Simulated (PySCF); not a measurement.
# Do core-level shifts follow atomic charges?

Compound: C4H8O2Si.
Numbering: `[CH2:1]=[CH:2][O:3][SiH2:4][C:5]([CH3:6])=[O:7]`

Geometry (PBE0-D3(BJ)/def2-SVP, Å), atoms numbered from 1 in this order:
```
atom  x, y, z in Å
C1     2.3408   -1.2701    1.4804
C2     1.7101   -0.1151    1.2734
O3     0.6083   -0.0111    0.4965
Si4   -0.2793    1.3610    0.1145
C5    -1.6695    0.8153   -1.0952
C6    -1.8038   -0.6094   -1.5430
O7    -2.4120    1.7022   -1.4579
H8     1.9846   -2.1949    1.0213
H9     3.2258   -1.2988    2.1163
H10    2.0654    0.8181    1.7330
H11   -0.8977    1.9526    1.3365
H12    0.5813    2.3801   -0.5548
H13   -1.9365   -1.2637   -0.6659
H14   -0.8699   -0.9373   -2.0280
H15   -2.6529   -0.7139   -2.2328
```

Binding energies: delta-SCF UKS SCAN, pcX-2 on the ionised atom, pcseg-1 elsewhere, spin-free X2C in PySCF 2.14.0. Charges: PBE0/pcSseg-1 ground-state density, for the ionised atom.

```tsv
atom	environment	C 1s (eV)	Mulliken (e)	IAO (e)	Hirshfeld (e)	ESP (e)
C1	terminal =CH2 carbon	290.06	-0.235	-0.376	-0.140	-0.593
C6	methyl carbon next to a carbonyl	291.12	-0.264	-0.466	-0.122	-0.504
C2	vinylic carbon bearing oxygen	292.36	+0.093	+0.066	+0.025	+0.052
```

How well does each charge scheme correlate with the binding energies over these sites?

ESP: r = 0.94, slope 3.1 eV per e; Hirshfeld: r = 0.93, slope 11.8 eV per e; Mulliken: r = 0.85, slope 5.0 eV per e; IAO: r = 0.80, slope 3.3 eV per e. On 3 points no scheme stands out.

The point-charge model writes a binding energy as kq + V + constant, with V the potential of the other atoms' charges at the site. What does it give with the IAO charges?

V = Σ 14.40 eV Å × q/r over all other atoms: +4.27 eV at C1, +6.79 eV at C6, -3.28 eV at C2. Fitting binding energy − V to q gives k = 21.6 eV per e and leaves an rms residual of 0.20 eV, against 0.56 eV for the fit on q alone. The model has no term for differences in relaxation between sites.

Spin contamination (⟨S²⟩ against 0.75 for a pure doublet) is marked for C 1s of C2 (0.85), which makes this value less certain. One conformer (not necessarily the lowest) at the PBE0-D3(BJ)/def2-SVP geometry, without solvent, vibrations or thermal averaging.
